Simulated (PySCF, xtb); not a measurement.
C₃H₅NSi₂, SMILES C#CC1=N[SiH2][SiH2]1.

GFN2-xTB (xtb 6.7.1) at its own geometry gives an orbital gap of 1.72 eV and a dipole moment of 2.85 D.

The structure is a stationary point at ωB97X-D3(BJ)/def2-SVP. This is a generated structure with no PubChem entry under its InChIKey; it may be hypothetical.

Q: What does PBE/def2-TZVP (PySCF) give? (An estimate is asked for; the answer gives what the named calculation found.)

A: gap 2.80 eV (levels -5.69 and -2.89 eV), dipole 1.63 D.
